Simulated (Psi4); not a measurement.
Dimer: CH4 (SMILES C) (first 5 atoms) with ClH3Si (SMILES [SiH3]Cl); geometry from B3LYP-D3(BJ)/def2-TZVP, rigid monomers moved along the line of their centres of mass till C1···Si6 is 6.78 Å.
(charge 0, multiplicity 1):
```xyz
10

C      0.1990     0.1394     0.0720
H      0.3435     0.5629    -0.9209
H      0.3408     0.9155     0.8224
H     -0.8105    -0.2623     0.1500
H      0.9221    -0.6593     0.2329
Si    -0.3271    -0.8472     6.7608
Cl     0.1144     1.1589     6.9942
H      0.8048    -1.5005     6.0771
H     -1.5580    -0.9670     5.9572
H     -0.5274    -1.4331     8.1008
```

The numbers are results of SAPT0/jun-cc-pV(D+d)Z (Psi4), not measurements.

Q: Which attractive term is largest, and how does the interaction split up?

A: electrostatics -0.3, exchange 0.0, induction 0.0, dispersion -1.2, total -1.6 meV; the largest attraction is dispersion.
